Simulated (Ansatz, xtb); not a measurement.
# C4H9B: which of two isomers lies lower

Structure I is `CBC1CC1`, a singlet and structure II is `C=CCBC`, a singlet. Both are isolated molecules in the gas phase, relaxed with B3LYP/def2-SVP; the shapes shown needn't be the lowest conformers.

I (Å):

```yaml
atoms:
  - { symbol: C, position_ang: [-0.2151, 2.5310, -1.6646] }
  - { symbol: C, position_ang: [0.3548, 0.1599, -0.3725] }
  - { symbol: C, position_ang: [0.2003, -1.3585, -0.5714] }
  - { symbol: C, position_ang: [1.5224, -0.8232, -0.1742] }
  - { symbol: B, position_ang: [0.3593, 1.0715, -1.6146] }
  - { symbol: H, position_ang: [-0.9794, 2.6031, -2.4614] }
  - { symbol: H, position_ang: [0.5819, 3.2310, -1.9799] }
  - { symbol: H, position_ang: [-0.6530, 2.9005, -0.7241] }
  - { symbol: H, position_ang: [0.8494, 0.6138, -2.6302] }
  - { symbol: H, position_ang: [-0.0783, 0.5363, 0.5615] }
  - { symbol: H, position_ang: [0.0672, -1.7247, -1.5931] }
  - { symbol: H, position_ang: [-0.3979, -1.8861, 0.1770] }
  - { symbol: H, position_ang: [2.3274, -0.8096, -0.9142] }
  - { symbol: H, position_ang: [1.8603, -0.9719, 0.8553] }
```

II (Å):

```json
{"atom": "C", "x (Å)": "2.6367", "y (Å)": "-2.8657", "z (Å)": "-0.7815"}
{"atom": "C", "x (Å)": "1.7700", "y (Å)": "-2.2555", "z (Å)": "0.0332"}
{"atom": "C", "x (Å)": "0.4263", "y (Å)": "-1.7158", "z (Å)": "-0.3630"}
{"atom": "C", "x (Å)": "-0.8663", "y (Å)": "0.6711", "z (Å)": "-0.8569"}
{"atom": "B", "x (Å)": "0.1395", "y (Å)": "-0.2043", "z (Å)": "-0.0375"}
{"atom": "H", "x (Å)": "2.4068", "y (Å)": "-3.0419", "z (Å)": "-1.8381"}
{"atom": "H", "x (Å)": "3.6102", "y (Å)": "-3.2116", "z (Å)": "-0.4233"}
{"atom": "H", "x (Å)": "2.0541", "y (Å)": "-2.0996", "z (Å)": "1.0823"}
{"atom": "H", "x (Å)": "0.1649", "y (Å)": "-1.9881", "z (Å)": "-1.4002"}
{"atom": "H", "x (Å)": "-0.3612", "y (Å)": "-2.1970", "z (Å)": "0.2691"}
{"atom": "H", "x (Å)": "0.7093", "y (Å)": "0.2971", "z (Å)": "0.9100"}
{"atom": "H", "x (Å)": "-1.5307", "y (Å)": "0.1164", "z (Å)": "-1.5383"}
{"atom": "H", "x (Å)": "-0.2346", "y (Å)": "1.3320", "z (Å)": "-1.4875"}
{"atom": "H", "x (Å)": "-1.4608", "y (Å)": "1.3560", "z (Å)": "-0.2301"}
```

Quicker runs give these differences E(II) − E(I): GFN2-xTB +7.85 kcal/mol; HF/STO-3G +9.47 kcal/mol (at GFN2-xTB geometries); r2SCAN-D4/def2-SVP +2.21 kcal/mol (at GFN2-xTB geometries).

Estimate E(II) − E(I) at the level CCSD(T)/def2-SVP + ΔMP2/def2-TZVPP.

Not settled: CCSD(T)/def2-SVP + ΔMP2/def2-TZVPP gives E(II) − E(I) = −1.14 kcal/mol, but this leans on the basis-set step: CCSD(T) alone gives −0.37 kcal/mol.

Level by level:

| level | geometry | E(II) − E(I) (kcal/mol) | departure from the last row (kcal/mol) | job, with rough time for the two |
| --- | --- | --- | --- | --- |
| GFN2-xTB | GFN2-xTB | +7.85 | +9.00 | optimisation, 0.32 s |
| HF/STO-3G | GFN2-xTB | +9.47 | +10.61 | single point, 0.3 s |
| r2SCAN-D4/def2-SVP | GFN2-xTB | +2.21 | +3.35 | single point, 4 s |
| B3LYP/def2-SVP | B3LYP/def2-SVP | −1.59 | −0.45 | optimisation, 54 s |
| HF/def2-SVP | B3LYP/def2-SVP | −2.87 | −1.73 | part of the CCSD(T) run |
| MP2/def2-SVP | B3LYP/def2-SVP | +2.68 | +3.83 | part of the CCSD(T) run |
| CCSD(T)/def2-SVP | B3LYP/def2-SVP | −0.37 | +0.78 | single point |
| CCSD(T)/def2-SVP + ΔMP2/def2-TZVPP | B3LYP/def2-SVP | −1.14 |  | single point, 38 s |

As drawn, II has 1 C=C in place of 2 C–C. Structure I has a 3-membered ring, II no ring.

GFN2-xTB, HF/STO-3G, r2SCAN-D4/def2-SVP, MP2/def2-SVP put the two in the other order. CCSD(T)/def2-SVP finds them nearly level. The largest departure from CCSD(T)/def2-SVP + ΔMP2/def2-TZVPP is that of HF/STO-3G, 10.61 kcal/mol. The last row adds to CCSD(T) the change of the MP2 difference between the two basis sets, here −0.78 kcal/mol.

With thermal terms from frequencies at re-optimised GFN2-xTB minima (ideal gas, soft modes damped towards free rotors, one conformer each, 298.15 K, 1 atm): on the last row, ΔE + ΔZPE = −2.75, ΔH = −2.29, ΔG = −3.37 kcal/mol.

The correlated steps freeze 5 core orbitals. Codes used: Ansatz 0.2.0, xtb 6.7.1; the last row on 2 threads of Arm Neoverse V1 on a shared host.
